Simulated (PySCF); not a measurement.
Cartesian coordinates in Å; atom numbers follow the order of the lines, from 1:
```xyz
13

C     2.7189    0.5942   -0.2204
C     1.4075    0.0555    0.0779
C     0.3295   -0.4029    0.3330
C    -0.9774   -0.9424    0.6302
Si   -2.3699    0.1693   -0.0596
H     3.1395    1.0668    0.6673
H     2.6490    1.3367   -1.0158
H     3.3873   -0.2047   -0.5423
H    -1.0512   -1.9455    0.2015
H    -1.0808   -1.0440    1.7139
H    -3.6557   -0.4457    0.2830
H    -2.2699    1.4965    0.5475
H    -2.2313    0.2667   -1.5126
```

Geometry: GFN2-xTB; GIAO absolute shieldings from PySCF 2.14, gas phase, non-relativistic, averaged over equivalent atoms.

At PBE0/pcSseg-1 (132 basis functions, 9.5 s wall time on 1 thread of an Arm Neoverse V2, shared host):
```
      atoms  σ (ppm)
         C3    104.8
         C2    106.1
         C1    182.0
         C4    186.9
        Si5    418.7
H11/H12/H13    27.79
   H6/H7/H8    29.76
     H9/H10    29.92
```

Task: Predict the values at B3LYP/aug-cc-pVDZ on the same geometry.

Result: 
| atoms | σ at B3LYP/aug-cc-pVDZ | change |
| --- | --- | --- |
| C3 | 122.2 | +17.4 |
| C2 | 123.2 | +17.1 |
| C1 | 188.4 | +6.4 |
| C4 | 191.7 | +4.8 |
| Si5 | 478.0 | +59.3 |
| H11/H12/H13 | 28.00 | +0.21 |
| H6/H7/H8 | 29.91 | +0.15 |
| H9/H10 | 30.05 | +0.13 |

The largest change is at Si5 (silicon bonded to C, 3 H). Cost: 191 basis functions, 19 s wall time on 1 thread of an Arm Neoverse V2, shared host. The order of the carbon signals is the same at both levels.
